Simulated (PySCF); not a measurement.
## thiophene-2-boronic acid (SMILES OB(O)c1cccs1)

Geometry:
```tsv
atom	x (Å)	y (Å)	z (Å)
O1	-2.427	0.712	-0.990
B2	-1.649	0.013	-0.112
O3	-2.261	-0.747	0.832
C4	-0.090	0.031	-0.126
C5	0.771	-0.645	0.714
C6	2.143	-0.412	0.435
C7	2.320	0.446	-0.623
S8	0.821	0.960	-1.267
H9	-1.934	1.226	-1.635
H10	-3.220	-0.693	0.756
H11	0.405	-1.293	1.512
H12	2.970	-0.857	0.990
H13	3.257	0.799	-1.053
```

Method: PySCF 2.14.0, quadratic response CAM-B3LYP/aug-cc-pVDZ first hyperpolarisability, Taylor convention, gas phase. Geometry: PBE0-D3(BJ)/def2-SVP.

(1) Give the tensor of the static β(0;0,0) in the axes of these coordinates.

## Answers

(1) In au, Taylor convention; rows are the first index (the induced dipole):
```tsv
	xx	yy	zz	xy	xz	yz
x	+145.0	-37.5	-42.3	+1.7	-0.5	+10.3
y	+1.7	-31.2	-8.6	-37.5	+10.3	+11.5
z	-0.5	+11.5	+37.3	+10.3	-42.3	-8.6
```
Norm of βᵢ = ⅓ Σⱼ (βᵢⱼⱼ + βⱼᵢⱼ + βⱼⱼᵢ): 89.6 au, hyper-Rayleigh value 62.2 au.
